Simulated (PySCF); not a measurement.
Be(Me)(SiH3) (CH6BeSi), SMILES [CH3][Be][SiH3]. Atoms are numbered in the order given.

```xyz
9

Be     0.0000     0.0000    -0.7544
C      0.0000     0.0000    -2.4314
H     -0.6800     0.7635    -2.8456
H     -0.3212    -0.9707    -2.8456
H      1.0013     0.2072    -2.8456
Si     0.0000     0.0000     1.4362
H     -0.1768    -1.3765     2.0120
H     -1.1037     0.8414     2.0120
H      1.2805     0.5351     2.0120
```

Geometry optimised at PBE-D3(BJ)/def2-TZVP.

All values below come from IEF-PCM-PBE0/def2-SVP (PySCF 2.14.0).

The values are the electrostatic part of the solvation free energy, E(continuum) − E(gas) at the gas-phase geometry, in a cavity of scaled van der Waals radii (PySCF's table); cavitation and dispersion terms are not included. A continuum can't describe solvent molecules that bind to the metal. In vacuum the orbital gap is 6.79 eV. The dipole moment in vacuum is 1.25 D.

Computed values in water (ε = 78.36), benzene (ε = 2.27), toluene (ε = 2.37):
| solvent | ε | ΔG(elec) (kcal/mol) | dipole (D) | gap (eV) |
|---|---|---|---|---|
| water | 78.36 | -2.8 | 1.63 | 7.01 |
| benzene | 2.27 | -1.1 | 1.41 | 6.88 |
| toluene | 2.37 | -1.2 | 1.42 | 6.88 |
